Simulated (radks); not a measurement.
Coulomb parameter of the 4f shell of the samarium ion Sm+ in the model configuration [Xe] 4f4 5d2 6s1, as a second difference U = [E(n + 0.25) + E(n - 0.25) - 2 E(n)] / (0.25)^2 with all orbitals relaxed. "Bare": the charge of the atom changes with n. "Screened": the 5d shell takes up the change at fixed total charge, which measures U(4f,4f) + U(5d,5d) - 2 U(4f,5d). All-electron calculation, scalar-relativistic Kohn-Sham, r2SCAN, spin-unpolarised, spherical densities, finite nucleus; meta-GGA in the generalised Kohn-Sham scheme; Fermi nuclear charge, rms radius 5.0819 fm. Program: a radial shooting solver on a logarithmic mesh with Libxc functionals.

| case | configuration | E - E(n) (eV) |
|---|---|---|
| start | [Xe] 4f4 5d2 6s1 | 0.000 |
| bare +0.25 | [Xe] 4f4.25 5d2 6s1 | -4.634 |
| bare -0.25 | [Xe] 4f3.75 5d2 6s1 | 5.649 |
| screened +0.25 | [Xe] 4f4.25 5d1.75 6s1 | -2.532 |
| screened -0.25 | [Xe] 4f3.75 5d2.25 6s1 | 2.879 |

U(bare) = 16.247 eV, U(screened by 5d) = 5.559 eV, against the Slater integral F0(4f,4f) = 29.174 eV with frozen orbitals.
